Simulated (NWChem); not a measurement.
System: C2H6ClFSi; SMILES F[SiH2]CCCl

```xyz
11

F      0.0517     2.7832    -0.0495
Si     0.4855     1.2009     0.0884
C     -1.0542     0.1707    -0.3195
C     -1.0341    -1.2135     0.3093
Cl     0.5170    -2.0785    -0.0805
H      1.6156     0.9701    -0.8661
H      0.9007     0.9626     1.5120
H     -1.9418     0.7300     0.0512
H     -1.1586     0.0981    -1.4226
H     -1.8528    -1.8659    -0.0510
H     -1.0849    -1.1634     1.4146
```
Atoms are numbered in this order, from 1.

Results from NWChem. Pople sets run with spherical d functions. Medium grid unless said otherwise, to which SCAN and Minnesota functionals are sensitive. Structure relaxed at the PBE-D3(BJ)/def2-SVP level. Hybrids' shares of exact exchange are those that their runs print; pure functionals count as 0. The functionals differ in more than this share.

```
row             share of exact exchange  orbital gap (eV)
--------------  -----------------------  ----------------
PBE/6-31G*                         0.00              6.45
BP86/6-31G*                        0.00              6.48
B3LYP/6-31G*                       0.20              8.46
B97-2/6-31G*                       0.21              8.66
r2SCAN0/6-31G*                     0.25              9.34
PW6B95/6-31G*                      0.28          withheld
```

Q: Fit a straight line of the last column on the one before it, predict the withheld value, and compare with the run.

A: 
1. Means of the 5 shown rows: x = 0.132, y = 7.878. Slope Σ(x − x̄)(y − ȳ)/Σ(x − x̄)² = 0.6461/0.05948 = 10.86; intercept 6.444.
2. The shown rows scatter about the line by 0.112 (root mean square); the largest residual is +0.18, at r2SCAN0/6-31G*.
3. At x = 0.28 (PW6B95/6-31G*; beyond the shown range) the line gives 9.48.
4. The run gives 9.08, -0.40 from the line, 3.6 times the scatter.
